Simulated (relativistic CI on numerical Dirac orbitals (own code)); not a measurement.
# Ta²⁺: L2,3 absorption edge

Computed with this model: Dirac-Coulomb-Breit CI, separate exchange-only KLI orbitals for each configuration, QED by a radiative potential, valence Slater integrals scaled by 0.7, multiplet model of core-to-valence dipole absorption; configurations [Xe] 4f14 5d3 → [He] 2s2 2p5 3s2 3p6 3d10 4s2 4p6 4d10 4f14 5s2 5p6 5d4; 300 K; Lorentzian 5 eV and Gaussian 1 eV FWHM. Energies are those of the free ion, without screening or charge transfer. The branching ratio is the share of the lower-energy edge in the whole absorption, uncertain by about 0.02 where the edges overlap. S is read from ⟨S²⟩ = S(S + 1).

Field parameters in Wybourne normalisation: D3d B²₀ = −7Dσ, B⁴₀ = −14Dq − 21Dτ, B⁴₃ = −14√(10/7) Dq. The field is a parameter set, without covalency.

Case free ion, the dichroism is that of the ground state at zero temperature, magnetised by exchange field 10 meV on Sz. The dichroism I(Δm = −1) − I(Δm = +1), over the sum of the three polarisations, integrates to 0.0876 on the lower edge and 0.0746 on the upper edge. The branching ratio is 0.838.

Question: Use the orbital sum rule with 7 holes to get ⟨Lz⟩.

Answer: For a p → d edge ⟨Lz⟩ = 2 × n_h × (sum of both integrals) in this sign convention = 2.27; the ground state itself has ⟨Lz⟩ = 2.40 and ⟨Sz⟩ = -0.90. The rule assumes one radial integral for both edges, which relativistic orbitals only approach.
